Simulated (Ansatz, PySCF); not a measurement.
This PySCF input computes a r2SCAN/def2-TZVPD energy:

```python
from pyscf import gto, scf, dft

mol = gto.M(
    atom='''
    Ga   -0.00000000   -0.00000000   -0.38781025
    F     0.00000000    0.00000000    1.33579087
    ''',
    basis='def2-tzvpd',
    charge=1,
    spin=1,
    symmetry='C2v',
    verbose=4,
)

mf = dft.UKS(mol, xc='r2scan').density_fit(auxbasis='def2-universal-jkfit')
mf.grids.level = 4
mf.conv_tol = 1e-9
mf.max_cycle = 100
mf.max_memory = 1500
mf.kernel()
if not mf.converged:
    mf = mf.newton()
    mf.kernel(mf.make_rdm1())
mf.analyze()
```

Q: Write an input for the same energy in Ansatz (a program for electronic structure) and say what it gives.

A: 
Ansatz 0.2 input:
```yaml
crystal:
  periodic: [false, false, false]
  atoms:
    - {symbol: Ga, position_ang: [-0.00000000, -0.00000000, -0.38781025]}
    - {symbol: F, position_ang: [0.00000000, 0.00000000, 1.33579087]}
basis:
  gaussian:
    orbitals: def2-TZVPD
hamiltonian:
  xc: {name: r2SCAN}
total_charge: 1
magnetization: {spin_polarized: true, initial_magnetization: 1}
output: {forces: true}
```
It gives -2024.36367 Eh, and PySCF -2024.36365 Eh, a difference of 0.02 mEh, from the treatment of integrals and grids.
